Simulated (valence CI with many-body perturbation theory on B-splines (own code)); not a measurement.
Pm XI: calculated level list

Level of theory: configuration interaction combined with many-body perturbation theory (CI+MBPT): five valence electrons over a frozen Dirac-Fock core [Kr] 4d10, radial functions for each j: 7 s, 7 p, 7 d, 7 f, 4 g, 2 h, with the one-electron correlation potential Σ1, the two-electron term Σ2, the three-electron term Σ3, Breit, model QED; selected CI, second order for the rest, scaled by the run's own slope (own B-spline code, finite nucleus).

No measured spectrum was set against this ion. As an estimate, terms of the open shell hold to a few per cent of their energy, and close levels can change places; configurations with another count of f electrons can be misplaced by thousands of cm⁻¹. Among the levels kept, up to 2900 cm⁻¹ of a level comes from second order outside the variational space, and about a tenth of that is noise between levels of different J, which matters for small intervals. The lowest computed level is not the ground level that NIST lists (°, for many ions itself from theory).

Levels 91 to 135 of 221, with energies above the lowest level, 4f2 5s2 5p 4I°_9/2. "Leading %" is the weight of the configuration and term that name the level; weights of strongly mixed levels are sums over their largest components and can fall short. In the jj column 3d3/2^4 stands for four electrons in 3d with j = 3/2. Lifetimes count E1, E2, E3, M1 and M2 decay at the calculated energies, and are blank where another channel may lead or the interval is too uncertain; long ones can be off by a factor of two.

| No. | Configuration | Term | J | E (eV) | Leading % | Leading jj | g | Lifetime |
| --- | --- | --- | --- | --- | --- | --- | --- | --- |
| 91 | 4f2 5s2 5p | 2G° | 7/2 | 8.663 | 30 | 4f7/2^2 5s^2 5p3/2 (37 %) | 1.009 | 1.58 ms |
| 92 | 4f3 5s2 | 2G° | 9/2 | 8.705 | 73 | 4f5/2 4f7/2^2 5s^2 (46 %) | 1.117 | 4.22 ms |
| 93 | 4f 5s2 5p2 | 4G° | 5/2 | 8.858 | 39 | 4f5/2 5s^2 5p1/2 5p3/2 (91 %) | 0.959 | 1.49 ms |
| 94 | 4f3 5s2 | 2G° | 7/2 | 8.890 | 67 | 4f5/2 4f7/2^2 5s^2 (36 %) | 0.936 | 4.55 ms |
| 95 | 4f 5s2 5p2 | 4G° | 7/2 | 9.300 | 55 | 4f5/2 5s^2 5p1/2 5p3/2 (63 %) | 1.088 | 1.35 ms |
| 96 | 4f2 5s2 5p | 2D° | 3/2 | 9.363 | 42 | 4f5/2 4f7/2 5s^2 5p3/2 (36 %) | 1.088 | 1.32 ms |
| 97 | 4f2 5s2 5p | 4P° | 1/2 | 9.530 | 49 | 4f5/2 4f7/2 5s^2 5p3/2 (58 %) | 2.162 | 1.55 ms |
| 98 | 4f2 5s2 5p | 2I° | 13/2 | 9.544 | 51 | 4f5/2 4f7/2 5s^2 5p3/2 (82 %) | 1.008 | 1.32 ms |
| 99 | 4f 5s2 5p2 | 4F° | 3/2 | 9.557 | 47 | 4f5/2 5s^2 5p1/2 5p3/2 (93 %) | 0.711 | 1.24 ms |
| 100 | 4f2 5s2 5p | 2F° | 7/2 | 9.787 | 51 | 4f5/2 4f7/2 5s^2 5p3/2 (32 %) | 1.162 | 1.21 ms |
| 101 | 4f 5s2 5p2 | 4G° | 9/2 | 9.875 | 67 | 4f7/2 5s^2 5p1/2 5p3/2 (75 %) | 1.179 | 1.52 ms |
| 102 | 4f2 5s2 5p | 4P° | 3/2 | 9.876 | 46 | 4f5/2 4f7/2 5s^2 5p3/2 (44 %) | 1.657 | 1.24 ms |
| 103 | 4f2 5s2 5p | 2D° | 5/2 | 9.880 | 26 | 4f7/2 5s^2 5p1/2 5p3/2 (47 %) | 1.206 | 1.59 ms |
| 104 | 4f2 5s2 5p | 2H° | 11/2 | 10.023 | 44 | 4f5/2 4f7/2 5s^2 5p3/2 (56 %) | 1.060 | 1.47 ms |
| 105 | 4f 5s2 5p2 | 2G° | 7/2 | 10.045 | 35 | 4f7/2 5s^2 5p1/2 5p3/2 (41 %) | 1.058 | 1.30 ms |
| 106 | 4f 5s2 5p2 | 4D° | 1/2 | 10.331 | 27 | 4f5/2 5s^2 5p1/2 5p3/2 (43 %) | 0.641 | 2.17 ms |
| 107 | 4f2 5s2 5p | 4D° | 7/2 | 10.414 | 81 | 4f7/2^2 5s^2 5p3/2 (61 %) | 1.379 | 1.25 ms |
| 108 | 4f2 5s2 5p | 2D° | 5/2 | 10.424 | 40 | 4f7/2 5s^2 5p1/2 5p3/2 (32 %) | 1.176 | 1.25 ms |
| 109 | 4f 5s2 5p2 | 2G° | 9/2 | 10.636 | 28 | 4f5/2 5s^2 5p1/2 5p3/2 (50 %) | 1.046 | 2.11 ms |
| 110 | 4f2 5s2 5p | 4D° | 5/2 | 10.681 | 29 | 4f5/2 4f7/2 5s^2 5p3/2 (67 %) | 1.311 | 1.30 ms |
| 111 | 4f2 5s2 5p | 2D° | 3/2 | 10.780 | 23 | 4f5/2 5s^2 5p1/2 5p3/2 (50 %) | 0.908 | 2.44 ms |
| 112 | 4f2 5s2 5p | 2K° | 15/2 | 10.915 | 97 | 4f5/2 4f7/2 5s^2 5p3/2 (80 %) | 1.066 | 1.07 ms |
| 113 | 4f2 5s2 5p | 2P° | 3/2 | 11.049 | 20 | 4f7/2 5s^2 5p1/2 5p3/2 (35 %) | 1.175 | 1.65 ms |
| 114 | 4f2 5s2 5p | 4P° | 5/2 | 11.052 | 32 | 4f5/2 5s^2 5p1/2 5p3/2 (40 %) | 1.211 | 1.74 ms |
| 115 | 4f 5s2 5p2 | 4F° | 7/2 | 11.353 | 37 | 4f5/2 5s^2 5p1/2 5p3/2 (51 %) | 1.116 | 1.80 ms |
| 116 | 4f 5s2 5p2 | 2F° | 5/2 | 11.499 | 28 | 4f5/2 4f7/2 5s^2 5p3/2 (40 %) | 1.158 | 1.21 ms |
| 117 | 4f 5s2 5p2 | 4G° | 11/2 | 11.553 | 54 | 4f7/2 5s^2 5p1/2 5p3/2 (63 %) | 1.184 | 2.95 ms |
| 118 | 4f2 5s2 5p | 2H° | 9/2 | 11.587 | 39 | 4f5/2 4f7/2 5s^2 5p3/2 (46 %) | 1.071 | 1.43 ms |
| 119 | 4f2 5s2 5p | 2P° | 1/2 | 11.629 | 58 | 4f5/2 5s^2 5p1/2 5p3/2 (26 %) | 0.450 |  |
| 120 | 4f3 5s2 | 2F° | 7/2 | 11.704 | 39 | 4f7/2 5s^2 5p1/2 5p3/2 (38 %) | 1.111 | 3.56 ms |
| 121 | 4f 5s2 5p2 | 2D° | 3/2 | 12.110 | 30 | 4f5/2 4f7/2 5s^2 5p3/2 (26 %) | 0.754 | 1.54 ms |
| 122 | 4f3 5s2 | 2F° | 5/2 | 12.230 | 81 | 4f5/2 4f7/2^2 5s^2 (70 %) | 0.895 |  |
| 123 | 4f2 5s2 5p | 2P° | 3/2 | 12.517 | 47 | 4f5/2 4f7/2 5s^2 5p3/2 (31 %) | 1.217 | 1.08 ms |
| 124 | 4f 5s2 5p2 | 2G° | 9/2 | 12.520 | 39 | 4f7/2 5s^2 5p1/2 5p3/2 (36 %) | 1.032 | 1.50 ms |
| 125 | 4f2 5s2 5p | 2P° | 1/2 | 12.537 | 74 | 4f5/2 4f7/2 5s^2 5p3/2 (64 %) | 0.573 | 954 μs |
| 126 | 4f3 5s2 | 2F° | 7/2 | 12.541 | 53 | 4f5/2^2 4f7/2 5s^2 (35 %) | 1.096 |  |
| 127 | 4f 5s2 5p2 | 2F° | 5/2 | 12.909 | 31 | 4f7/2 5s^2 5p1/2 5p3/2 (64 %) | 1.004 | 1.52 ms |
| 128 | 4f2 5s2 5p | 2P° | 3/2 | 15.470 | 74 | 4f7/2^2 5s^2 5p3/2 (50 %) | 1.299 | 1.01 ms |
| 129 | 4f 5s2 5p2 | 2F° | 5/2 | 15.716 | 47 | 4f5/2 5s^2 5p3/2^2 (91 %) | 0.956 | 458 μs |
| 130 | 4f 5s2 5p2 | 2F° | 7/2 | 15.899 | 31 | 4f5/2 5s^2 5p3/2^2 (63 %) | 1.150 | 478 μs |
| 131 | 4f 5s2 5p2 | 2G° | 9/2 | 16.299 | 45 | 4f7/2 5s^2 5p3/2^2 (88 %) | 1.209 | 511 μs |
| 132 | 4f 5s2 5p2 | 2D° | 3/2 | 16.452 | 62 | 4f5/2 5s^2 5p3/2^2 (75 %) | 0.801 | 498 μs |
| 133 | 4f 5s2 5p2 | 2H° | 9/2 | 16.714 | 52 | 4f5/2 5s^2 5p3/2^2 (83 %) | 1.000 | 459 μs |
| 134 | 4f 5s2 5p2 | 2H° | 11/2 | 16.867 | 63 | 4f7/2 5s^2 5p3/2^2 (85 %) | 1.152 | 487 μs |
| 135 | 4f 5s2 5p2 | 2P° | 1/2 | 17.329 | 68 | 4f5/2 5s^2 5p3/2^2 (73 %) | 0.513 | 440 μs |

Names give the largest LS component (configuration and term), which can be under half, so a name can repeat, a term be missing and a line seem to break the LS rules; names also repeat where a configuration has a term twice.

Where two levels of one J and parity lie close, their mixing, g and order are uncertain.
